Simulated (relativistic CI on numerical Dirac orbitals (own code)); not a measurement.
## What each ingredient does to the levels of Hf³⁸⁺

Base calculation: Dirac-Coulomb-Breit CI, KLI orbitals optimised for each configuration, QED by a radiative potential, unscaled Slater integrals.

Configuration list (outside the closed core [Ar] 3d10): 4s²4p⁴, 4s4p⁵, 4s²4p³4d, 4p⁶, 4s4p⁴4d, 4s²4p³4f, 4s4p⁴4f, 4p⁵4d, 4s4p³4d², 4s²4p²4d4f, 4p⁵4f, 4p⁴4d4f, 4s4p³4f², 4s²4p³5s, 4p⁵5s, 4s²4p³5p, 4s4p³4d5s, 4s²4p²4f5s, 4s4p⁴5s, 4s²4p³5d, 4s4p⁴5p, 4s²4p³5f, 4s²4p³5g, 4s4p⁴5d, 4p⁴4f5s, 4s4p⁴5f, 4s²4p³6s, 4s²4p²4d², 4s²4p4d³, 4s4p²4d³, 4s²4p4d²4f, 4s4p²4d²4f, 4s²4p4d²5s, 4p⁴4d², 4p³4d³, 4p³4d²4f, 4p³4d²5s, 4s²4p²4d5s, 4s4p²4d²5s, 4s²4p4d4f5s, 4s4p²4d4f5s, 4s²4p4d5s², 4p⁴4d5s, 4p³4d4f5s, 4p³4d5s², 4s²4p²5s², 4s4p²4d5s², 4s²4p4f5s², 4s4p²4f5s². Double excitations out of closed p, d and f shells are left out; levels of such configurations are missing from the list, as are those of other unlisted configurations, and high levels can miss mixing partners. These lack a partner that the ground configuration has and come out too high: 4s²4p³5p, 4s²4p³5d, 4s4p⁴5p, 4s²4p³5f, 4s²4p³5g.

The lowest level and the first level of each name with at least 55 % of one term (blank where a level has no safe partner in the second run):

```json
{"Level": "4s²4p⁴ ³P2", "Base (cm⁻¹)": "0", "Shift (cm⁻¹)": "0"}
{"Level": "4s²4p⁴ ¹S0", "Base (cm⁻¹)": "70927", "Shift (cm⁻¹)": "+2450"}
{"Level": "4s²4p⁴ ³P1", "Base (cm⁻¹)": "636345", "Shift (cm⁻¹)": "+3122"}
{"Level": "4s²4p⁴ ¹D2", "Base (cm⁻¹)": "672302", "Shift (cm⁻¹)": "+5780"}
{"Level": "4s²4p³4d ³P°0", "Base (cm⁻¹)": "1196967", "Shift (cm⁻¹)": "+1340"}
{"Level": "4s²4p⁴ ³P0", "Base (cm⁻¹)": "1337631", "Shift (cm⁻¹)": "+11337"}
{"Level": "4s²4p³4d ³G°5", "Base (cm⁻¹)": "1977543", "Shift (cm⁻¹)": "+3670"}
{"Level": "4s4p⁵ ³P°0", "Base (cm⁻¹)": "2130824", "Shift (cm⁻¹)": "-22532"}
{"Level": "4s4p⁴4d ⁵F5", "Base (cm⁻¹)": "2651428", "Shift (cm⁻¹)": "+24075"}
{"Level": "4s4p⁴4d ³P0", "Base (cm⁻¹)": "2653501", "Shift (cm⁻¹)": "+12301"}
```

At this charge energies of transitions that change n are usually good to better than 1 %, and those within a shell (Δn = 0) to a few per cent.

(1) One thing was changed in a second run, which moved the levels as shown. Which?
A. valence Slater integrals scaled by 0.9
B. only the first 3 configurations
C. configuration mixing switched off
D. Breit term removed
E. QED terms removed

## Answers

(1) C. Configuration mixing switched off. Without mixing, levels that were pushed by configurations of the same parity and J return to their single-configuration places.

LS names give the leading component of a level, which can be under half, so a name can repeat, a term be missing and a line seem to break the LS rules.
